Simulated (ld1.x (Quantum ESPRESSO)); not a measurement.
## zirconium (Zr), TM semilocal: configuration errors across variants

* Element: Zr (Z = 40)
* Generator: ld1.x (Quantum ESPRESSO) 7.5
* Type: norm-conserving Troullier–Martins (semilocal form)
* Functional: PBE
* Relativity: scalar-relativistic
* Frozen core: [Kr]
* Valence charge: 4
* Reference configuration: 4d2 5s1.5 5p0 (charge +0.5)
* Partial waves: 5s (bound): rc 2.90 bohr; 5p (bound, empty): rc 4.05 bohr; 4d (bound): rc 1.80 bohr
* Local potential: the d channel
* Core correction: none

All-electron excitation energies from the reference (eV): (1) 4d2 5s2 5p0 -2.880; (2) 4d2 5s1 5p0 4.257; (3) 4d2 5s0 5p0 17.198; (4) 4d2 5s1 5p1 0.162; (5) 4d2 5s0 5p2 3.334; (6) 4d1 5s2 5p0 4.784; (7) 4d2 5s0 5p1 7.973.

A semilocal file is local in each channel, so a ghost entry of none says nothing of the separable form that plane-wave codes build from it.

4 further variants failed, have other tests or another functional or relativity, and are left out.

Errors AE − PS in meV (a dash: test not solved or not reliable):

```csv
change,(1),(2),(3),(4),(5),(6),(7),bound ghosts
base,+1.9,+4.4,+149,+1.2,+14,+43,+29,none
wave 5s (bound): rc 2.90 bohr becomes 5s (bound): rc 3.38 bohr,+1.9,+4.4,+145,+0.8,+11,+47,+27,none
wave 5p (bound): rc 4.05 bohr becomes 5p (bound): rc 3.30 bohr,+1.9,+4.4,+149,+1.7,+17,+43,+32,none
wave 4d (bound): rc 1.80 bohr becomes 4d (bound): rc 2.28 bohr,+1.9,+4.5,+149,+1.2,+14,+48,+30,none
"all radii scaled by about 1.08 (s 3.14, p 4.38, d 1.96 bohr)",+1.9,+4.4,+149,+1.8,+18,+43,+33,none
"all radii scaled by about 0.86 (s 2.50, p 3.50, d 1.56 bohr)",+2.2,+4.8,+148,+0.4,+10,+67,+27,none
```

Question: Give the same row for: core correction a·sin(br)/r model core inside 1.82 bohr.

Answer: -0.5, -2.1, -26, -2.5, -13, -117, -9.8; bound ghosts: none.
